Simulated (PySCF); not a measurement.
# HoF: energy against distance

Set-up: basis Ho x2c-SVPall, F x2c-SVPall; spin-free X2C with a Gaussian nucleus; PySCF 2.14. Energies in eV from Ho (4f11 6s2) + F in their ground configurations at the same level. State: quintet, about 10.5 electrons in the 4f shell (Mulliken), real f orbitals that mix terms.

All columns are PBE0. A positive dipole means Ho(−)F(+).

| R (Å) | E (eV) | μ (D) | Mulliken charge on Ho (basis-dependent) | HOMO (eV) | LUMO (eV) | Mayer bond order | ⟨S²⟩ |
| --- | --- | --- | --- | --- | --- | --- | --- |
| 1.704 | -4.501 | -1.01 | 0.22 | -4.46 | -2.18 | 1.28 | 6.00 |
| 1.784 | -5.070 | -1.49 | 0.28 | -4.46 | -2.39 | 1.21 | 6.00 |
| 1.863 | -5.409 | -2.01 | 0.34 | -4.45 | -2.37 | 1.15 | 6.00 |
| 1.923 | -5.525 | -2.38 | 0.37 | -4.45 | -2.37 | 1.10 | 6.00 |
| 1.982 | -5.554 | -2.75 | 0.41 | -4.45 | -2.38 | 1.06 | 6.01 |
| 2.042 | -5.517 | -3.11 | 0.44 | -4.46 | -2.39 | 1.02 | 6.01 |
| 2.121 | -5.393 | -3.57 | 0.47 | -4.47 | -2.41 | 0.97 | 6.01 |
| 2.220 | -5.157 | -4.15 | 0.50 | -4.49 | -2.44 | 0.92 | 6.00 |
| 2.339 | -4.808 | -4.81 | 0.53 | -4.53 | -2.48 | 0.88 | 6.00 |
| 2.497 | -4.296 | -5.68 | 0.55 | -4.58 | -2.53 | 0.83 | 6.00 |

A fit through these points gives, at Re = 1.975 Å, μ = -2.70 D and dμ/dR = -6.10 D/Å; the reduced mass is 17.04 u.

Problem. How strong is the fundamental in the double-harmonic approximation, I = 42.26·(dμ/dR)²/μred km/mol?

Solution. I = 42.26·(-6.10)²/17.04 = 92.3 km/mol at PBE0.

Spin–orbit coupling is left out, which matters for elements this heavy, above all for dissociation energies. With d or f electrons several states lie close, and the lowest PBE0 determinant need not be the measured ground state.
